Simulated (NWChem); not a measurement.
A series in which one site is exchanged, each optimised at PBE0/def2-SVP with NWChem, gas phase unless a solvent is named. For some, no frequency run checked for a minimum. def2 effective core potentials on Hf; no spin-orbit coupling.

A: [F][Ti]([F])([F])[Cl] (TiClF3; site = Ti)
B: FC(F)(F)Cl (CClF$_{3}$; site = C)
C: [F][Ge]([F])([F])[Cl] (GeClF₃; site = Ge)
D: [F][Hf]([F])([F])[Cl] (HfClF3; site = Hf)

Values for A:

- dipole (D), PBE0/def2-SVP = 0.02
- orbital gap (eV), PBE0/def2-SVP = 6.77
- vertical ionisation energy, ΔSCF, CAM-B3LYP/def2-SVP (eV) = 12.69
- static polarisability, CAM-B3LYP/def2-SVPD (bohr³) = 47.0
- lowest singlet excitation, CAM-B3LYP/def2-SVPD, TDA (eV) = 5.18

### Question
How do these values change for the other members?

### Answer
```json
[
 {"change from A": "dipole (D), PBE0/def2-SVP", "B": "+0.22", "C": "+1.17", "D": "+0.07"},
 {"change from A": "orbital gap (eV), PBE0/def2-SVP", "B": "+3.99", "C": "+2.01", "D": "+2.00"},
 {"change from A": "vertical ionisation energy, ΔSCF, CAM-B3LYP/def2-SVP (eV)", "B": "+0.30", "C": "+0.73", "D": "-0.02"},
 {"change from A": "static polarisability, CAM-B3LYP/def2-SVPD (bohr³)", "B": "-16.1", "C": "-6.9", "D": "+1.5"},
 {"change from A": "lowest singlet excitation, CAM-B3LYP/def2-SVPD, TDA (eV)", "B": "+2.81", "C": "+1.90", "D": "+2.12"}
]
```
